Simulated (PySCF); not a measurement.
A calculated (UHF, PySCF 2.14, jorge-DZP-DKH, the spin-free X2C one-electron Hamiltonian (Gaussian nucleus)) atom or ion has these occupied shells.

| shell | electrons | orbital energy (eV) | rms radius, mean of both spins (bohr) |
| --- | --- | --- | --- |
| 1s | 2 | -14404.0 | 0.0477 |
| 2s | 2 | -1959.9 | 0.198 |
| 2p | 6 | -1728.2 | 0.177 |
| 3s | 2 | -305.00 | 0.565 |
| 3p | 6 | -228.51 | 0.582 |
| 3d | 10 | -101.62 | 0.609 |
| 4s | 2 | -32.123 | 1.71 |
| 4p | 6 | -14.071 | 2.09 |

Question: Name the element and its charge.

Answer: Kr (krypton, neutral), in [Kr], closed-shell 1S.
